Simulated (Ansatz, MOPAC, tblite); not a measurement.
Potential energy curve for B2, triplet. Each curve is given relative to its own lowest point near equilibrium.

| R / Å | A | B | C |
|---|---|---|---|
| 1.21 | 0.4 | 70.8 | 158.5 |
| 1.30 | 0.0 | 15.2 | 98.7 |
| 1.36 | 4.2 | 1.3 | 74.3 |
| 1.44 | 13.6 | 0.0 | 55.5 |
| 1.54 | 29.1 | 13.2 | 16.5 |
| 1.55 | 30.8 | 14.9 | 14.7 |
| 1.61 | 41.5 | 25.8 | 6.7 |
| 1.64 | 47.0 | 31.6 | 4.0 |
| 1.73 | 64.1 | 50.0 | 0.0 |
| 1.79 | 75.7 | 62.9 | 0.0 |

Energies in mEh.

### Question
Match the curves with the methods GFN2-xTB, 300 K electronic temperature (tblite); PM7, unrestricted, heats of formation (MOPAC 23.2.5); CCSD(T) on ROHF/cc-pVTZ, frozen core run with Ansatz (a quantum-chemistry and plane-wave program).

### Answer
A is PM7; B is GFN2-xTB; C is ROCCSD(T).

The scan ran from 1.21 to 6.50 Å; beyond the distances shown one of the unrestricted levels run for this scan, shown here or not, changes its spin distribution in one step. The T1 diagnostic of CCSD on the restricted reference of ROCCSD(T) exceeds 0.045 at 1.54 to 1.79 Å.
